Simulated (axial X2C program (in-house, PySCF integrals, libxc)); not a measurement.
**Worked dissociation energy of SeS⁺: CCSD(T), spin-free**

Calculated with an in-house all-electron X2C program for linear molecules (integrals from PySCF). Spin-free means the one-electron spin-free X2C Hamiltonian. Basis: Se dyall-cv3z [8s9p6d4f1g], S dyall-av3z [9s8p3d2f] (cores contracted in-house); Gaussian nuclei, density fitting, unrestricted open shells. Masses: Se 79.917 u, S 31.972 u.

Molecular state: M_S = 1/2, Λ = 1 (beyond evenly filled blocks: π+α).

Correlated methods: 11 electrons correlated (number of frozen shells: Se 3 s, 2 p, 1 d; S 2 s, 1 p), 213 virtual spin orbitals or spinors in MP2, 90 natural virtuals in coupled cluster.

| Item | Value |
| --- | --- |
| E(Se+) (2M_S = 3, M_L = 0) | -2427.928738 hartree |
| E(S) (2M_S = 2, M_L = 0) | -398.745350 hartree |
| E(SeS⁺) at Re | -2826.819971 hartree |
| ωe | 599.3 cm⁻¹ |
| ωexe | 1.97 cm⁻¹ |

(1) Work out De and D0.

One determinant describes the state; a PBE0 search over occupations chose it and may have missed a lower one. Dissociation energies refer to the lowest single-determinant-based atoms at the same level and basis. Coupled cluster ran in a truncated set of natural virtual spinors; the MP2 energy of the rest was added. (T) has no such correction and the atoms are truncated less, which lowers De at CCSD(T) by a hundredth of an eV or more.

Each atomic determinant is the lowest at this level and need not be a pure term. Totals compare only within one Hamiltonian and basis.

Answers

(1) De = -2427.928738 + (-398.745350) − (-2826.819971) = 0.14588 hartree = 3.970 eV. The zero-point energy is ωe/2 − ωexe/4 = 299 cm⁻¹ = 0.037 eV, so D0 = 3.933 eV.
